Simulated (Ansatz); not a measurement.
Relaxation of CH3BClFS (8 atoms, charge 0, multiplicity 1), to a largest force component of 0.02 eV/Å in at most 50 steps.

Computed with UKS BHLYP-D4/def2-SVP in Ansatz.

```xyz
8
Properties=species:S:1:pos:R:3:forces:R:3
C 0.095 0.929 0.754 -0.47 -0.31 -3.33
S -1.266 -0.246 0.400 1.96 1.04 0.27
B -0.232 -1.260 -0.792 3.29 -1.63 0.50
F 0.681 -2.335 -0.273 -3.58 3.50 -1.75
Cl -0.183 -0.875 -2.597 -0.30 -0.71 2.19
H -2.322 0.224 1.154 -0.47 -0.70 -0.27
H 0.954 0.477 1.202 0.32 -0.46 0.71
H 0.386 1.506 -0.202 -0.77 -0.73 1.67
```

Problem. Where does it end, and by what steps?

Solution. The forces met the threshold. After 22 steps the energy has fallen by 5.761 eV; S2 moved furthest, 0.92 Å. Parted: S2–B3 (1.88 → 2.70 Å). Joined: C1–B3 (2.70 → 1.56 Å).

```tsv
step	energy less start (eV)	largest force component (eV/Å)	accepted
0	0.0000	3.577	yes
1	-0.9969	3.285	yes
2	-1.8077	2.439	yes
3	-2.4404	2.455	yes
4	-3.0669	2.545	yes
5	-3.4960	5.724	yes
6	-4.4360	2.573	yes
7	-5.0711	1.777	yes
8	-5.3749	2.010	yes
9	-5.5367	1.374	yes
10	-5.5257	1.394	no
11	-5.6668	0.312	yes
12	-5.6960	0.130	yes
13	-5.7112	0.441	yes
14	-5.7273	0.391	yes
15	-5.7500	0.202	yes
16	-5.7472	0.441	no
17	-5.7568	0.064	yes
18	-5.7601	0.120	yes
19	-5.7594	0.114	no
20	-5.7608	0.025	yes
21	-5.7608	0.019	no
22	-5.7609	0.006	yes
```

```xyz
8
Properties=species:S:1:pos:R:3
C 0.146 0.281 0.381
S -1.422 -0.042 1.281
B 0.236 -0.845 -0.690
F 0.888 -1.956 -0.453
Cl -0.579 -0.700 -2.243
H -2.244 0.204 0.250
H 0.933 0.181 1.131
H 0.154 1.298 -0.011
```

Whether the end is a true minimum wasn't checked by a vibrational analysis.

Run time: 40 s on 2 threads of AMD EPYC 9R45 96-Core Processor (Zen 5), with other jobs on the host, peak memory 0.31 GiB.
